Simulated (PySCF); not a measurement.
**Bi: excitation energy**

Bi [Xe] 4f14 5d10 6s2 6p3 (4S) → Bi [Xe] 4f14 5d10 6s1 6p4 (4P), as a difference of total energies. All numbers are calculated (PySCF 2.14, the spin-free X2C one-electron Hamiltonian (Gaussian nucleus), in aug-cc-pwCVTZ-DK3 (11s10p8d5f1g, 125 functions)). The calculations carry no spin-orbit coupling.

```
method  excitation energy (eV)
   UHF                   9.227
 M06-L                   9.463
  BLYP                   9.869
```

Spin-orbit coupling is strong in these open shells (close to jj coupling). The scalar numbers leave it out and a first-order estimate fails, so it can dominate the gap to the real levels.

The upper state lies above the first ionisation limit, where it may autoionise and the basis confines it.
